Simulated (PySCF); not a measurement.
Geometry:
```tsv
atom	x (Å)	y (Å)	z (Å)
F1	3.373	-0.080	1.202
C2	2.612	0.300	0.156
F3	3.456	0.403	-0.891
O4	1.682	-0.656	-0.103
C5	0.355	-0.309	-0.062
C6	-0.568	-1.314	-0.345
C7	-1.907	-0.979	-0.309
C8	-2.271	0.326	0.004
C9	-1.268	1.238	0.267
N10	0.022	0.929	0.234
H11	2.179	1.291	0.369
H12	-0.221	-2.306	-0.579
H13	-2.659	-1.724	-0.522
H14	-3.307	0.621	0.041
H15	-1.483	2.268	0.516
```

[PySCF: GFN2-xTB geometry; NMR shieldings at PBE0/pcSseg-1/GIAO; one conformer; isolated molecule; relativity neglected; fast rotation and ring inversion assumed for equivalent nuclei]

Chemical shifts δ = σref − σ; 13C against TMS, all at this level.

Do the 13C shifts follow the atomic charges (in e)? Tabulate both.

## Answers


```tsv
atoms	hybridisation	δ (ppm)	σ para (ppm)	Hirshfeld	IAO	Mulliken	ESP-fitted
C5	sp2	167.4	-233	+0.14	+0.32	+0.50	+0.78
C9	sp2	153.5	-215	+0.02	+0.00	+0.18	+0.29
C7	sp2	146.5	-212	-0.02	-0.11	+0.00	+0.17
C8	sp2	124.1	-195	-0.06	-0.20	-0.19	-0.46
C2	sp3	119.4	-175	+0.20	+0.60	+0.68	+0.63
C6	sp2	116.6	-184	-0.06	-0.20	-0.14	-0.56
```

Correlation coefficients of δ with charge over these carbons: Hirshfeld +0.25, IAO +0.13, Mulliken +0.29, ESP-fitted +0.62; with the paramagnetic shielding -0.97. Among the 5 sp2 carbons alone: Hirshfeld +0.91, IAO +0.89, Mulliken +0.93, ESP-fitted +1.00. With so few points, grouped by hybridisation, these coefficients are fragile. Charge is one influence among several: hybridisation and low-lying excitations act through the paramagnetic term.

Shifts are as computed. Against solution values, carbons near 30 ppm lie about +3 ppm off and those near 130 ppm about +5 ppm. Of 1211 compounds with measured shifts, 218 miss one by over three times the rms of a fit or turn the order of signals round; such compounds aren't used in these exercises.
